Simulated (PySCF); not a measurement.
C10H20O3S.
Numbering: `[CH3:1][CH2:2][C:3]1([CH2:4][CH3:5])[CH2:6][C@@H:7]([O:8][CH3:9])[CH2:10][S:11](=[O:12])(=[O:13])[CH2:14]1` (hydrogens: H15, H16, H17 on C1; H18, H19 on C2; H20, H21 on C4; H22, H23, H24 on C5; H25, H26 on C6; H27 on C7; H28, H29, H30 on C9; H31, H32 on C10; H33, H34 on C14)

Computed with PBE0-D3(BJ)/def2-SVP geometry optimisation, gas phase (PySCF 2.14.0).

Q: What internal coordinates does the optimisation give?

A: 
```csv
bond,length (Å)
C1–C2,1.521
C2–C3,1.547
C3–C4,1.547
C4–C5,1.521
C3–C6,1.541
C6–C7,1.523
C7–O8,1.403
O8–C9,1.397
C7–C10,1.528
C10–S11,1.788
S11=O12,1.466
S11=O13,1.460
S11–C14,1.789
C3–C14,1.534
"C1–H15, C1–H16, C1–H17",1.100
C2–H18,1.104
C2–H19,1.099
C4–H20,1.103
C4–H21,1.102
"C5–H22, C5–H23, C5–H24",1.101
C6–H25,1.102
C6–H26,1.101
C7–H27,1.107
"C9–H28, C9–H29, C9–H30",1.104
C10–H31,1.100
C10–H32,1.100
C14–H33,1.100
C14–H34,1.099
```

Bonds in one row agree within 0.01 Å and their mean is given. A selection of angles:
```csv
angle,degrees
C1–C2–C3,116.6
C2–C3–C4,108.0
C2–C3–C6,109.3
C2–C3–C14,112.2
C4–C3–C6,108.8
C4–C3–C14,108.2
C6–C3–C14,110.2
C3–C4–C5,117.9
C3–C6–C7,117.0
C6–C7–O8,106.7
C6–C7–C10,111.7
O8–C7–C10,110.6
C7–O8–C9,115.0
C7–C10–S11,111.2
C10–S11–O12,107.3
C10–S11–O13,109.0
C10–S11–C14,100.8
O12–S11–O13,120.0
O12–S11–C14,109.7
O13–S11–C14,108.2
C3–C14–S11,114.9
```

Torsions: C1–C2–C3–C4 -73° (synclinal); C2–C3–C4–C5 177° (antiperiplanar); C2–C3–C6–C7 -68° (synclinal); C3–C6–C7–O8 179° (antiperiplanar); C6–C7–O8–C9 -161° (antiperiplanar); C6–C7–C10–S11 60° (synclinal); C7–C10–S11–O12 61° (synclinal); C10–S11–C14–C3 53° (synclinal); C2–C3–C14–S11 68° (synclinal).

The 6-membered ring C3–C6–C7–C10–S11–C14 has internal angles of 100.8° to 117.0° (sum 666°, against 720° for a flat polygon); it is puckered, 0.25 Å rms from its mean plane, widest ring torsion 60°. The 8 C–C bonds span 1.521 Å (C1–C2, drawn single) to 1.547 Å (C2–C3, drawn single), a spread of 0.026 Å. S11 (sulfonyl sulfur) is distorted tetrahedral (angles from 100.8° to 120.0°). O8 (ether oxygen) is bent (angle 115.0°). Of the pairs four or more bonds apart, H19···H27 is among the closest relative to their van der Waals radii: 2.09 Å, 87 % of the sum of Bondi's values.

Point group: C1 (no symmetry element, even within 0.4 Å). Not checked by PBE0-D3(BJ)/def2-SVP frequencies. The numbers are those of one conformer.

Hardware: an Intel Xeon 6975P-C with 2 threads, shared host. Cost: 7.6 min wall, 17 min CPU, 2.7 GiB resident at most. That covers the optimisation of the geometry.
